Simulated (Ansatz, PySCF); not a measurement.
C3H7NSi, SMILES C(=CN)=C[SiH3]. Atoms are numbered in the order given.

```xyz
12

N     -1.8941     0.6302    -1.9235
C     -1.7351     0.1432    -0.6266
C     -0.6722    -0.4487    -0.1194
C      0.4211    -0.9426     0.4162
Si     1.7719     0.1517     1.1188
H     -2.8271     0.4943    -2.2976
H     -1.1918     0.3019    -2.5775
H     -2.5828     0.3356     0.0432
H      0.5522    -2.0360     0.4605
H      1.9831    -0.1346     2.5734
H      3.0750    -0.1022     0.4254
H      1.3916     1.5843     0.9469
```

Geometry: PBE0-D3(BJ)/def2-SVP. The structure was generated by enumeration; whether it is a known compound was not checked. One conformer was computed; it need not be the lowest.

Two levels are set side by side: PBE-D3(BJ)/def2-SVP (Ansatz, a first-principles code) and PBE0-D3(BJ)/def2-SVP (Ansatz). Each level has its own optimised geometry; the coordinates shown are those of the second. Frequencies come from the Hessian of PySCF at each geometry. Differences are taken from unrounded values.

```csv
quantity,PBE0-D3(BJ),PBE-D3(BJ),PBE-D3(BJ) minus PBE0-D3(BJ)
mean bond length (Å),1.329,1.339,0.010
bond N1–C2 (Å),1.394,1.404,0.009
bond C2–C3 (Å),1.318,1.329,0.011
bond C3–C4 (Å),1.314,1.323,0.009
bond C4–Si5 (Å),1.875,1.885,0.011
bond N1–H6 (Å),1.014,1.024,0.010
bond N1–H7 (Å),1.014,1.024,0.009
bond C2–H8 (Å),1.097,1.106,0.009
bond C4–H9 (Å),1.102,1.111,0.009
bond Si5–H10 (Å),1.497,1.508,0.011
bond Si5–H11 (Å),1.498,1.509,0.011
bond Si5–H12 (Å),1.492,1.502,0.010
highest harmonic wavenumber (cm⁻¹),3689,3557,-132
mean harmonic wavenumber (cm⁻¹),1305,1259,-46
zero-point energy (kcal/mol),55.97,54.00,-1.97
```

GGA bonds tend to be longer and softer than those of functionals with exact exchange. Differences between two approximate levels are no errors against the true value.
